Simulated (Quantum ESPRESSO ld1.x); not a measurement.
The numbers below are computed, except where a source is named.
Species: the silver ion Ag4+. Configuration: [Ar] 3d10 4s2 4p5.5 4d7 4f0.5 (fractional occupations, a model configuration). Level of theory: Dirac Kohn-Sham, Engel-Vosko exchange with Perdew-Wang LDA correlation, spin-unpolarised, spherical densities, point nucleus; open shells fill j = l - 1/2 first (ld1.x of Quantum ESPRESSO 7.5). Some entries of the table are withheld. Estimate them.

orbital,occ.,eigenvalue (hartree),<r> (bohr),r(max) (bohr)
1s1/2,2,-932.886,0.03109,0.02014
2s1/2,2,-139.362,0.1345,0.1140
2p1/2,2,-129.578,0.1141,0.08824
2p3/2,4,-123.142,0.1192,0.09249
3s1/2,2,-27.4780,(1),0.3325
3p1/2,2,-23.5992,0.3595,0.3192
3p3/2,4,-22.4610,0.3703,0.3290
3d3/2,4,-15.6404,0.3431,(2)
3d5/2,6,-15.4109,0.3466,(3)
4s1/2,2,-5.72755,0.8981,(4)
4p1/2,2,-4.48736,0.9532,(5)
4p3/2,3.5,-4.29192,0.9796,(6)
4d3/2,4,-2.35642,1.172,0.9833
4d5/2,3,-2.32909,1.183,0.9916
5s1/2,0,-1.65795,2.192,(7)
5p1/2,0,-1.35609,2.462,2.260
5p3/2,0,-1.32741,2.515,2.314
5d3/2,0,-0.90357,3.230,2.963
5d5/2,0,-0.89960,3.246,2.980
4f5/2,0.5,-0.75493,2.801,2.486
4f7/2,0,-0.75456,2.804,2.489
5f5/2,0,-0.46745,5.101,5.515
5f7/2,0,-0.46715,5.105,5.519

Answer. 
(1) 3s1/2 <r> (bohr): 0.3676
(2) 3d3/2 r(max) (bohr): 0.2723
(3) 3d5/2 r(max) (bohr): 0.2752
(4) 4s1/2 r(max) (bohr): 0.8199
(5) 4p1/2 r(max) (bohr): 0.8545
(6) 4p3/2 r(max) (bohr): 0.8776
(7) 5s1/2 r(max) (bohr): 2.011
